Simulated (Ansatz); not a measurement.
GeH4N2, SMILES `[NH2][Ge][NH2]`. Charge 0, multiplicity 1.

| atom | x (Å) | y (Å) | z (Å) |
| --- | --- | --- | --- |
| N1 | 1.210 | 0.599 | -0.242 |
| Ge2 | 0.192 | 0.156 | 1.209 |
| N3 | -1.203 | -0.591 | 0.294 |
| H4 | 2.102 | 1.051 | -0.127 |
| H5 | 0.985 | 0.438 | -1.211 |
| H6 | -1.290 | -0.681 | -0.706 |
| H7 | -1.995 | -0.972 | 0.783 |

(1) What are the harmonic wavenumbers in cm⁻¹ at PBE0-D4/def2-TZVP (Ansatz, finite differences of forces, unscaled)? (Best estimate.)

(2) Is this a minimum?

(3) Give the ideal-gas thermochemistry at 298.15 K and 1 bar (rigid rotor, harmonic oscillator; point group C2v, symmetry number 2).

Answers

(1) Computed: 253, 256, 322, 350, 498, 662, 686, 692, 802, 1553, 1578, 3584, 3588, 3705, 3707.

(2) Yes, all 15 modes are real.

(3) Zero-point energy 133.0 kJ/mol; H(298) − E = 149.2 kJ/mol; entropy 293.8 J/(mol·K), of which translation 166.9, rotation 94.6, vibration 32.4; G(298) − E = 61.6 kJ/mol.
